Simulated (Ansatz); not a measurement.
Consider the substitution at a C–Ga bond: `[CH3][GaH][NH2]` + `NBCN` → `CNBCN` + `[NH2][GaH2]`.

Isolated molecules relaxed with PBE0-D4/def2-TZVP in Ansatz; ΔE leaves out vibrations. CBS: MP2 limit from def2 TZ/QZ plus the TZ coupled-cluster correction, frozen cores. DFT in def2-TZVPP. B3LYP here is the variant with VWN-RPA as its local correlation; programs differ in this. For Ga outer-core shells are correlated without core-valence functions, which leaves a few kJ/mol of doubt a bond. Scalar relativity is left out up to krypton. Each species was taken in one conformer, which may not be the lowest.

```
             level  ΔE (kJ/mol)  difference from CCSD(T)/CBS
            PBE-D4         61.2                         -7.8
         r2SCAN-D4         64.9                         -4.1
           PBE0-D4         62.5                         -6.5
          B3LYP-D4         61.1                         -7.9
           ωB97X-V         60.5                         -8.5
           ωB97M-V         64.1                         -4.9
            B2PLYP         64.3                         -4.7
               PBE         61.6                         -7.4
            r2SCAN         65.2                         -3.8
              PBE0         62.7                         -6.3
             B3LYP         61.5                         -7.5
     HF/def2-TZVPP         57.3                        -11.7
    MP2/def2-TZVPP         70.7                          1.7
SCS-MP2/def2-TZVPP         65.1                         -3.9
   CCSD/def2-TZVPP         64.9                         -4.1
CCSD(T)/def2-TZVPP         65.1                         -3.9
     HF/def2-QZVPP         56.5                        -12.5
    MP2/def2-QZVPP         72.6                          3.6
SCS-MP2/def2-QZVPP         66.9                         -2.1
      HF/CBS(def2)         56.4                        -12.6
     MP2/CBS(def2)         74.6                          5.6
    CCSD/CBS(def2)         68.8                         -0.2
       CCSD(T)/CBS         69.0                            0
```

Largest T1 diagnostic among the species: 0.014.

In def2-TZVPP, CCSD(T) changes the Hartree–Fock value by +7.8 kJ/mol (the triples alone add +0.2 kJ/mol) and MP2 by +13.4 kJ/mol.
